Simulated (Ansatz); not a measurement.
`[OH][In]([O][SiH3])[O][SiH3]`, 13 atoms. Charge 0, multiplicity 1. Correlated methods include outer-core shells of In, which these sets cover unevenly. In: def2 effective core potential. All runs use 4 threads of an Arm Neoverse V1 on a shared host. Correlated methods freeze the cores.

Question: Give the basis size and wall time and peak host memory of each of these runs in Ansatz. RHF-MP2/def2-QZVPP energy; direct RPA on PBE orbitals/def2-TZVPP energy; RKS CAM-B3LYP-D4/def2-TZVPP energy; RKS PBE0-D4/def2-SVP energy; RKS PBE0-D4/def2-QZVPP energy; RKS ωB97M-V/def2-SVP energy; RKS PBE0-D4/def2-TZVP frequencies; RKS PBE0-D4/def2-TZVP relaxation (23 steps); RKS ωB97M-V/def2-QZVPP energy; RHF-MP2/def2-TZVPP energy; RHF-CCSD(T)/def2-SVP energy; RKS PBE0-D4/def2-TZVPP energy. (An estimate is asked.)

Answer: The calculation gave: Other jobs shared the machine, so times are rough.

```csv
level,job,functions,wall time,peak host memory (GiB)
RKS PBE0-D4/def2-SVP,energy,139,2.1 s,0.4
RKS PBE0-D4/def2-TZVPP,energy,325,7.5 s,1.2
RKS CAM-B3LYP-D4/def2-TZVPP,energy,325,8.5 s,1.4
RKS ωB97M-V/def2-SVP,energy,139,9 s,0.6
RHF-MP2/def2-TZVPP,energy,325,9.5 s,1.1
direct RPA on PBE orbitals/def2-TZVPP,energy,325,15 s,1.1
RKS PBE0-D4/def2-QZVPP,energy,603,22 s,2.9
RHF-CCSD(T)/def2-SVP,energy,139,30 s,1.1
RKS ωB97M-V/def2-QZVPP,energy,603,43 s,3.5
RHF-MP2/def2-QZVPP,energy,603,52 s,4.9
RKS PBE0-D4/def2-TZVP,relaxation (23 steps),259,2.9 min,0.97
RKS PBE0-D4/def2-TZVP,frequencies,259,6.4 min,0.95
```
